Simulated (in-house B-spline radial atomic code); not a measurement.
Configurations of Nb³⁺, with energies counted from [Kr] 4d2. Method: scalar-relativistic (X2C) CAM-B3LYP, spin-polarised, spherical fractional occupations, exact exchange averaged over the configuration, Fermi nucleus of rms radius 4.324 fm. Calculated with an all-electron radial atomic-structure program (B-spline basis). Shells without spins written out take the highest spin.

Occupations are held fixed; configurations that lie above the ionisation limit could autoionise.

| configuration | E - E(ref) (eV) | highest orbital | its <r> (bohr) |
| --- | --- | --- | --- |
| [Kr] 4d1 5s1 | 5.8694 | 5s up | 2.728 |
| [Kr] 4d1 4f1 | 22.213 | 4f up | 3.664 |
| [Ar] 3d10 4s2 4p5 4d2 5s1 | 39.142 | 5s up | 2.688 |
| [Ar] 3d9 4s2 4p6 4d2 5s1 | 212.85 | 5s up | 2.655 |

Q: Order these further configurations by energy, lowest first.
A. [Kr] 4d1 5f1
B. [Ar] 3d10 4s2 4p5 4d2 5f1
C. [Ar] 3d10 4s2 4p5 4d2 5p1
D. [Ar] 3d10 4s2 4p5 4d2 4f1
E. [Ar] 3d10 4s2 4p5 4d3

A: A (27.487 eV), E (32.056 eV), C (45.352 eV), D (55.684 eV), B (61.12 eV).
